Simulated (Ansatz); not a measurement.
## Molecular dynamics of H4C3O2

Input:

```yaml
crystal:
  lattice:
    - [8.667718, 0.0, 0.0]
    - [0.0, 8.667718, 0.0]
    - [0.0, 0.0, 8.667718]
  atoms:
    - { symbol: C, position: [0.47395888, 1.01860803, 0.89016531] }
    - { symbol: O, position: [0.48141785, 1.0196894, 1.03016867] }
    - { symbol: O, position: [0.45804772, 1.02052431, 0.75307164] }
    - { symbol: C, position: [0.56624052, 0.27103312, 0.47163173] }
    - { symbol: O, position: [0.66548592, 0.18102409, 0.48262244] }
    - { symbol: O, position: [0.47387532, 0.3601969, 0.44315258] }
    - { symbol: C, position: [0.90729725, 0.47186228, 0.13284405] }
    - { symbol: O, position: [0.81421054, 0.5521414, 0.080739] }
    - { symbol: O, position: [0.99585492, 0.38029236, 0.17883466] }
    - { symbol: C, position: [0.90823967, 0.43110786, 0.63829477] }
    - { symbol: O, position: [0.97063374, 0.4195354, 0.75759883] }
    - { symbol: O, position: [0.83029391, 0.44655402, 0.52439982] }
    - { symbol: C, position: [0.45337356, 0.72640608, 0.33669746] }
    - { symbol: C, position: [0.34420537, 0.70865622, 0.23214937] }
    - { symbol: H, position: [0.42560832, 0.76990846, 0.4510103] }
    - { symbol: H, position: [0.57153496, 0.71082317, 0.30295947] }
    - { symbol: H, position: [0.22687615, 0.72483122, 0.270101] }
    - { symbol: H, position: [0.3902815, 0.67907227, 0.11879738] }
    - { symbol: C, position: [0.90261723, 0.98124045, 0.92690882] }
    - { symbol: C, position: [0.85454888, 0.85231078, 0.85749565] }
    - { symbol: H, position: [0.9683266, 0.97384275, 1.03699376] }
    - { symbol: H, position: [0.91295694, 1.09178849, 0.87517454] }
    - { symbol: H, position: [0.87131221, 0.73293458, 0.90713817] }
    - { symbol: H, position: [0.79595614, 0.85920083, 0.73628748] }
    - { symbol: C, position: [0.18656155, 0.05915613, 0.56527247] }
    - { symbol: C, position: [0.16523188, 0.12431746, 0.42333863] }
    - { symbol: H, position: [0.09721951, 0.05083088, 0.65053309] }
    - { symbol: H, position: [0.28737171, -0.01244396, 0.5856836] }
    - { symbol: H, position: [0.05877404, 0.17003655, 0.37933022] }
    - { symbol: H, position: [0.25546453, 0.10215066, 0.33172502] }
    - { symbol: C, position: [0.39657754, 0.35104756, 0.86873168] }
    - { symbol: C, position: [0.53660651, 0.35558319, 0.93705246] }
    - { symbol: H, position: [0.38340061, 0.30015911, 0.75582615] }
    - { symbol: H, position: [0.28983954, 0.3713225, 0.92962385] }
    - { symbol: H, position: [0.63033511, 0.34225352, 0.85684078] }
    - { symbol: H, position: [0.55843248, 0.3787433, 1.05525751] }
basis:
  ecutwfc: 420.0
kpoints:
  mp_grid: { grid: [1, 1, 1] }
hamiltonian:
  xc: pbe
scf:
  occupations: { method: fermi_dirac, width: 0.05 }
  lower_state_search: "off"
md:
  timestep: 0.75
  n_steps: 400
  ensemble: nvt_langevin
  temperature: 350.0
  initial_velocities: maxwell_boltzmann
  seed: 305483
  friction: 0.05
```

Run as:

```bash
$ ansatz run input.yaml --threads 1 --pin off --max-ram 3072MiB --backend cpu --events-out ev --progress --plain --runs-dir out
```

It goes on from the last frame of an earlier run, with new velocities.

Output, in part (step lines):

```
md step     0: t =     0.00 fs  T =   340.3 K  F+E_penalty+E_count = -7799.56573028 eV  E_kin = 1.583435 eV  (11 SCF iters)
md step     1: t =     0.75 fs  T =   359.5 K  F+E_penalty+E_count = -7799.60618186 eV  E_kin = 1.672737 eV  (9 SCF iters)
md step     2: t =     1.50 fs  T =   369.0 K  F+E_penalty+E_count = -7799.61349361 eV  E_kin = 1.717272 eV  (9 SCF iters)
md step     3: t =     2.25 fs  T =   364.8 K  F+E_penalty+E_count = -7799.61230433 eV  E_kin = 1.697718 eV  (9 SCF iters)
md step     4: t =     3.00 fs  T =   377.7 K  F+E_penalty+E_count = -7799.64090860 eV  E_kin = 1.757583 eV  (9 SCF iters)
md step     5: t =     3.75 fs  T =   379.2 K  F+E_penalty+E_count = -7799.69119531 eV  E_kin = 1.764599 eV  (7 SCF iters)
md step     6: t =     4.50 fs  T =   382.1 K  F+E_penalty+E_count = -7799.74095641 eV  E_kin = 1.778214 eV  (7 SCF iters)
md step     7: t =     5.25 fs  T =   385.6 K  F+E_penalty+E_count = -7799.80061116 eV  E_kin = 1.794139 eV  (7 SCF iters)
[... lines left out ...]
```

The steps, from the saved trajectory:

```
time (fs)  T (K)  potential energy less start (eV)
      0.0    340                             0.000
      9.8    340                            -0.107
     19.5    359                             0.358
     29.2    459                             0.294
     39.0    363                             0.077
     48.8    446                            -0.215
     58.5    336                            -0.443
     68.2    306                            -0.218
     78.0    352                            -0.230
     87.8    355                            -0.577
     97.5    364                            -0.510
    107.2    321                            -0.350
    117.0    311                            -0.341
    126.8    280                            -0.193
    136.5    321                            -0.391
    146.2    294                            -0.670
    156.0    249                            -0.374
    165.8    323                            -0.456
    175.5    236                            -0.565
    185.2    324                            -0.441
    195.0    369                            -0.299
    204.8    388                            -0.186
    214.5    423                            -0.394
    224.2    351                            -0.135
    234.0    344                            -0.364
    243.8    366                            -0.193
    253.5    366                            -0.060
    263.2    368                             0.235
    273.0    461                            -0.150
    282.8    394                            -0.303
    292.5    288                            -0.035
```

The run went to its last step. A run of 0.3 ps of so small a system gives no equilibrium averages. Limits of this set-up: coarse k mesh.

Mean squared displacements from the first frame to the last, about the centre of mass: C 0.27 Å², O 0.23 Å², H 1.48 Å².

Last frame:

```xyz
36
Lattice="8.6677 0.0000 0.0000 0.0000 8.6677 0.0000 0.0000 0.0000 8.6677" Properties=species:S:1:pos:R:3
C 4.267 8.463 7.704
O 4.236 8.299 8.877
O 4.346 8.672 6.560
C 4.928 2.487 4.024
O 5.808 1.888 4.515
O 3.959 3.081 3.582
C 8.105 4.056 1.298
O 7.439 4.639 0.513
O 8.818 3.534 2.034
C 7.950 3.742 5.964
O 8.760 3.333 6.746
O 7.141 4.132 5.216
C 3.987 6.253 2.412
C 2.804 5.648 2.283
H 4.908 5.784 2.100
H 4.061 7.203 3.036
H 2.590 4.630 1.960
H 1.930 6.176 2.712
C 7.462 8.501 8.160
C 7.905 7.730 7.139
H 7.763 8.252 9.218
H 7.010 9.438 7.868
H 8.366 6.750 7.224
H 7.594 7.992 6.099
C 1.202 0.199 4.716
C 1.108 0.074 3.406
H 0.234 0.285 5.221
H 2.087 0.003 5.389
H 0.197 0.278 2.901
H 1.961 0.046 2.651
C 3.469 2.994 7.921
C 4.753 3.070 8.382
H 3.265 3.022 6.844
H 2.619 2.959 8.542
H 5.587 3.240 7.687
H 4.899 3.028 9.454
```

The run took 17 min on 1 thread of INTEL(R) XEON(R) PLATINUM 8581C CPU @ 2.10GHz (Emerald Rapids) (shared host), peak memory 0.59 GiB.
